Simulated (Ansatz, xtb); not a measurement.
## Two isomers of C3H9NO2Si2

Structure a is `NC(=O)[Si@@H]1CC[SiH2]O1`, a singlet and structure b is `N#CCCO[SiH2]O[SiH3]`, a singlet. Both are isolated molecules in the gas phase, relaxed with PBE-D3(BJ)/def2-SVP; the shapes shown needn't be the lowest conformers.

a (Å):

```xyz
17

C    -0.7161    1.1427   -0.4422
C    -0.5652   -0.9137    1.9699
C     0.3985   -2.0946    2.2707
N     0.3537    1.6492   -1.1215
O    -1.7149    1.7926   -0.1233
O     0.9226   -1.3296   -0.3503
Si   -0.6097   -0.7033    0.0775
Si    1.7632   -2.0583    0.9383
H     1.1449    1.0454   -1.3517
H     0.3605    2.6319   -1.4099
H    -1.7076   -1.4711   -0.6018
H    -0.1688    0.0335    2.3952
H    -1.5700   -1.0615    2.4155
H     0.7971   -2.0617    3.3062
H    -0.1366   -3.0640    2.1699
H     2.2602   -3.4188    0.5376
H     2.9432   -1.2016    1.3171
```

b (Å):

| atom | x (Å) | y (Å) | z (Å) |
| --- | --- | --- | --- |
| C | -0.7677 | 0.8674 | -0.1653 |
| C | 0.5894 | 1.3004 | -0.4901 |
| C | 1.6616 | 0.6582 | 0.4098 |
| N | -1.8418 | 0.4969 | 0.1176 |
| O | 1.7013 | -0.7374 | 0.2181 |
| O | -0.2240 | -1.8988 | 1.8525 |
| Si | 1.3765 | -1.8717 | 1.4212 |
| Si | -1.7352 | -2.5134 | 1.4259 |
| H | 0.6457 | 2.4071 | -0.4099 |
| H | 0.8006 | 1.0365 | -1.5479 |
| H | 2.6450 | 1.0948 | 0.1260 |
| H | 1.4699 | 0.9368 | 1.4724 |
| H | 1.8148 | -3.1676 | 0.8156 |
| H | 2.1445 | -1.4940 | 2.6537 |
| H | -2.7914 | -1.6829 | 2.0830 |
| H | -1.8218 | -3.9255 | 1.9456 |
| H | -1.9091 | -2.5430 | -0.0650 |

Problem. Estimate which is lower in electronic energy at CCSD(T)/def2-SVP + ΔMP2/def2-TZVPP, and by roughly how much.

Solution. The CCSD(T)/def2-SVP + ΔMP2/def2-TZVPP calculation puts structure a lower, by 3.4 kcal/mol.

How the difference moves with the method:

```tsv
level	geometry	E(b) − E(a) (kcal/mol)	departure from the last row (kcal/mol)	job, with rough time for the two
PBE-D3(BJ)/def2-SVP	PBE-D3(BJ)/def2-SVP	+20.3	+16.9	optimisation, 91 s
HF/def2-SVP	PBE-D3(BJ)/def2-SVP	−3.1	−6.5	part of the CCSD(T) run
MP2/def2-SVP	PBE-D3(BJ)/def2-SVP	+1.4	−2.0	part of the CCSD(T) run
CCSD(T)/def2-SVP	PBE-D3(BJ)/def2-SVP	+1.0	−2.4	single point
CCSD(T)/def2-SVP + ΔMP2/def2-TZVPP	PBE-D3(BJ)/def2-SVP	+3.4		single point, 2.4 min
```

As drawn, b has 1 C≡N, 1 C–C, 1 C–O, 1 O–Si, 2 Si–H in place of 1 C–N, 1 C=O, 3 C–Si, 2 N–H. Structure a has a 5-membered ring, b no ring.

HF/def2-SVP puts the two in the other order. The largest departure from CCSD(T)/def2-SVP + ΔMP2/def2-TZVPP is that of PBE-D3(BJ)/def2-SVP, 16.9 kcal/mol. A small imaginary or near-zero mode remains, so no thermal terms are given. Levels run at GFN2-xTB geometries aren't shown. The last row adds to CCSD(T) the change of the MP2 difference between the two basis sets, here +2.4 kcal/mol.

The correlated steps freeze 16 core orbitals. Programs: Ansatz 0.2.0, xtb 6.7.1; the last row on 4 threads of Arm Neoverse V1 on a shared host.
